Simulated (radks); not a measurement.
Ge, 32 electrons, occupied as [Ar] 3d10 4s2 4p2. Method: scalar-relativistic Kohn-Sham, BLYP, spin-polarised, spherical densities, finite nucleus; open shells are filled with parallel spins first; Fermi nuclear charge, rms radius 4.0742 fm; computed with a radial shooting solver on a logarithmic mesh with Libxc functionals.

X-ray form factor f0, the Fourier transform of the density (f0(0) = 32):

sin(theta)/lambda (1/angstrom)  f0 (electrons)
0.05                                    31.288
0.1                                     29.567
0.15                                    27.531
0.2                                     25.564
0.25                                    23.750
0.3                                     22.067
0.4                                     18.966
0.5                                     16.177
0.6                                     13.757
0.8                                     10.180
1                                        8.056
1.25                                     6.623
1.5                                      5.769
2                                        4.436
